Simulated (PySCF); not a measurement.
## Electronic structure of Be (beryllium, neutral) at the UHF level

Configuration: [He] 2s1 3d1, high-spin 3D determinant (an excited configuration). Calculation: PySCF 2.14, in aug-cc-pCVQZ; the non-relativistic Hamiltonian (point nucleus).

```json
{"Total energy": "-14.293060 hartree", "One-electron energy": "-18.2111 hartree", "Hartree (Coulomb) energy": "6.5168 hartree", "Exchange energy": "-2.5987 hartree", "Kinetic energy": "14.44610 hartree", "⟨S²⟩": "2.0000", "⟨L²⟩": "6.001", "Sum of ⟨r⟩": "8.551 bohr", "Sum of ⟨r²⟩": "38.19 bohr²", "Traceless quadrupole moment −½Σ⟨3z² − r²⟩ along its main axis": "8.92 e·bohr²", "Density at the nucleus (Gaussians lack the cusp)": "34.4 bohr⁻³", "Spin density at the nucleus": "0.926 bohr⁻³", "Langevin diamagnetic susceptibility": "-30.2 ×10⁻⁶ cm³/mol"}
```

```csv
shell,electrons,mean orbital energy (eV),"rms radius, mean of both spins (bohr)"
1s α,1,-135.06,0.482
1s β,1,-133.98,0.482
2s α,1,-12.839,2.54
3d α,1,-0.440,5.59
```

The outer electron is Rydberg-like, and this basis confines it to a smaller radius and binds it less than a complete one would.

Spin-orbit constants ζ (cm⁻¹) from the X2C one-electron operator on these orbitals (non-relativistic here): bare nucleus, nucleus screened by l(l+1)(2l+1)/3 electrons, and screened by the Breit-Pauli mean field of the electrons.

| shell | bare | screened nucleus | mean field |
| --- | --- | --- | --- |
| 3d | 0.3012 | 0.07530 | 0.05643 |

To first order the Landé constant is A = 0.02821 cm⁻¹, so the lowest level has J = 1 and lies 1.05e-05 eV below the centre of the term. This holds in LS coupling only.
